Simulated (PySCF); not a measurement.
C8H6N2, SMILES n1c2c(ncc1)cccc2. Geometry optimised at PBE-D3(BJ)/def2-SVP.

Level of theory: PBE-D3(BJ)/def2-SVP (PySCF 2.14.0).

Harmonic wavenumbers (cm⁻¹): 162, 179, 390, 403, 467, 491, 522, 529, 595, 645, 755, 758, 811, 827, 853, 896, 933, 960, 964, 993, 1009, 1033, 1101, 1122, 1199, 1234, 1237, 1330, 1365, 1368, 1430, 1464, 1501, 1573, 1580, 1628, 3064, 3079, 3116, 3127, 3138, 3142. Rotational constants (GHz): 3.129, 1.293, 0.9151; symmetry number 2.

Task: Work out the zero-point energy and the ideal-gas rigid-rotor harmonic-oscillator thermochemistry at 298.15 K and 1 atm.

Result: ZPE = ½ Σ hcν = ½ × 52975 cm⁻¹ = 316.86 kJ/mol. H − E(el) = 336.94 kJ/mol. Entropy in J/(mol K): translation 169.47, rotation 114.96, vibration 52.01, total 336.43. G − E(el) = 236.63 kJ/mol. Cp = 124.16 J/(mol K).
